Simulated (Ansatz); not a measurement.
CH4BeO (SMILES [CH3][Be][OH]) moved off its minimum; all values from Ansatz (an electronic-structure program), cores frozen in correlated methods.
(charge 0, multiplicity 1)
```xyz
7

Be    -0.02207    -0.20457     0.23567
C      0.98242     0.35018    -1.11742
H      1.89508    -0.14876    -1.11708
H      1.33723     1.59380    -1.16540
H      0.80216     0.34459    -2.19654
O     -0.98397    -0.57304     1.40604
H     -1.76085    -0.44593     1.24107
```

```json
[
 {"level": "HF/def2-TZVPP", "largest force (eV/Å)": "15.09", "on atom": "O6", "rms difference from CCSD(T)/cc-pVTZ (eV/Å)": "0.399", "dipole (D)": "1.23"},
 {"level": "PBE/def2-TZVPP", "largest force (eV/Å)": "16.15", "on atom": "O6", "rms difference from CCSD(T)/cc-pVTZ (eV/Å)": "0.164", "dipole (D)": "1.00"},
 {"level": "r2SCAN/def2-TZVPP", "largest force (eV/Å)": "15.77", "on atom": "O6", "rms difference from CCSD(T)/cc-pVTZ (eV/Å)": "0.080", "dipole (D)": "1.04"},
 {"level": "B3LYP/def2-TZVPP", "largest force (eV/Å)": "15.80", "on atom": "O6", "rms difference from CCSD(T)/cc-pVTZ (eV/Å)": "0.068", "dipole (D)": "1.06"},
 {"level": "wB97M-V/def2-TZVPP", "largest force (eV/Å)": "15.77", "on atom": "O6", "rms difference from CCSD(T)/cc-pVTZ (eV/Å)": "0.082", "dipole (D)": "1.07"},
 {"level": "MP2/cc-pVTZ", "largest force (eV/Å)": "16.00", "on atom": "O6", "rms difference from CCSD(T)/cc-pVTZ (eV/Å)": "0.084", "dipole (D)": "1.00"},
 {"level": "CCSD(T)/cc-pVTZ", "largest force (eV/Å)": "15.95", "on atom": "O6", "rms difference from CCSD(T)/cc-pVTZ (eV/Å)": "0.000", "dipole (D)": "1.00"}
]
```

The differences count from one level among others, with limits of its own. Forces at CCSD(T)/cc-pVTZ (eV/Å):

```tsv
atom	Fx	Fy	Fz
Be1	-1.282	0.098	0.877
C2	-0.445	4.120	-0.199
H3	2.096	-0.970	0.481
H4	-0.981	-3.256	0.985
H5	-1.150	-0.624	0.062
O6	15.869	-1.558	0.486
H7	-14.107	2.189	-2.692
```
